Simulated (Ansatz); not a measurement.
Input (CCSDT(Q)/cc-pV(D+d)Z; Ansatz, a first-principles code): A basis named .json is the Basis Set Exchange file of that set.

Ansatz 0.2 input:
```yaml
crystal:
  periodic: [false, false, false]
  atoms:
    - {symbol: C, position_ang: [-2.40009186, 0.05728622, -0.06659164]}
    - {symbol: C, position_ang: [-0.95260980, 0.43390224, -0.06128444]}
    - {symbol: C, position_ang: [0.02922467, -0.44731718, 0.03867013]}
    - {symbol: Cl, position_ang: [1.71324227, -0.00833146, 0.04477456]}
    - {symbol: H, position_ang: [-2.88467872, 0.38879317, -0.98896872]}
    - {symbol: H, position_ang: [-2.92968969, 0.53712876, 0.76092152]}
    - {symbol: H, position_ang: [-2.53611798, -1.02106386, 0.02131960]}
    - {symbol: H, position_ang: [-0.70748350, 1.48728067, -0.14427258]}
    - {symbol: H, position_ang: [-0.12628686, -1.51373158, 0.12506840]}
basis:
  gaussian:
    orbitals: cc-pV_D+d_Z.json
magnetization: {spin_polarized: false}
correlation: {method: ccsdt_q, electrons: outside_noble_gas}
```

Output:

```
Functional definition: HF
integrals: 0.14 GiB planned
1718 factors; integrals over basis functions are off by at most 1.8e-7 eV
mean field: 0.40 GiB planned
mean field evaluation 1: about -15671.9477 eV, gradient 2.4e1 eV
mean field evaluation 2: about -15672.0997 eV, gradient 2.4e1 eV
mean field evaluation 4: about -15673.8987 eV, gradient 3.5e0 eV
mean field evaluation 8: about -15673.9429 eV, gradient 2.3e-1 eV
mean field evaluation 16: about -15673.5045 eV, gradient 1.0e1 eV
mean field -15673.94324306 eV, -576.0067900020 hartree, gradient 1.6e-6 eV, S^2 0.000000; 0 other end points of the search recorded, 0 dependent functions left out
8 core orbitals not correlated
reference -15673.94324306 eV, -576.0067900020 hartree; 12, 12 occupied and 70, 70 virtual orbitals, 1718 factors
second order -14.96007674 eV of doubles, -0.00000000 eV of singles
coupled cluster: 3.98 GiB planned
cycle   1  -15.77142544 eV  change   -8.1e-1 eV  update   1.0e-1
cycle   2  -16.51657546 eV  change   -7.5e-1 eV  update   4.4e-2
cycle   3  -16.85279149 eV  change   -3.4e-1 eV  update   2.1e-2
cycle   4  -16.81698381 eV  change    3.6e-2 eV  update   6.9e-3
cycle   5  -16.81090838 eV  change    6.1e-3 eV  update   3.9e-3
cycle   6  -16.81642079 eV  change   -5.5e-3 eV  update   1.2e-3
cycle   7  -16.81768521 eV  change   -1.3e-3 eV  update   5.1e-4
cycle   8  -16.81743972 eV  change    2.5e-4 eV  update   1.5e-4
cycle   9  -16.81739118 eV  change    4.9e-5 eV  update   6.2e-5
cycle  10  -16.81744623 eV  change   -5.5e-5 eV  update   2.3e-5
cycle  11  -16.81738766 eV  change    5.9e-5 eV  update   1.0e-5
cycle  12  -16.81739222 eV  change   -4.6e-6 eV  update   4.1e-6
cycle  13  -16.81739541 eV  change   -3.2e-6 eV  update   1.7e-6
cycle  14  -16.81739544 eV  change   -2.6e-8 eV  update   7.3e-7
coupled cluster: 3.98 GiB planned
perturbative correction -0.03871651 eV, -0.0014228055 hartree
Total energy: -15690.79935501 eV, -576.6262406907 hartree
```
